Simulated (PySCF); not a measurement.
Job for PySCF: R-B3LYP/LANL2DZ on CH6BeGe (SMILES [CH3][Be][GeH3]), a point of a bond scan (R = 1.855 Å).

```python
from pyscf import gto, scf, dft, mp
from pyscf.data.elements import chemcore

mol = gto.M(
    atom='''
    Be   -0.18384765    1.04916504   -0.75458802
    C    -0.41926256    2.39260940   -1.72082973
    H    -1.22682849    3.03090250   -1.34594530
    H    -0.68259427    2.11781029   -2.74808870
    H     0.47837929    3.01783564   -1.77956966
    Ge    0.12640089   -0.72133305    0.51880234
    H     1.15215711   -2.03714174   -0.29313381
    H     0.84789286   -0.39872335    1.84778085
    H    -1.19190946   -1.41964363    0.92528940
    ''',
    basis='lanl2dz',
    ecp={'Ge': 'lanl2dz'},
    charge=0, spin=0, verbose=3, max_memory=1800)
mf = dft.RKS(mol, xc='b3lyp')
mf.conv_tol = 1e-8
mf.max_cycle = 100
mf.kernel()
if not mf.converged:
    mf = mf.newton().run(mf.mo_coeff, mf.mo_occ)
```

The log:

```
converged SCF energy = -60.2018805473736
```

Self-consistency was reached.

Cost: roughly 3 core-seconds.
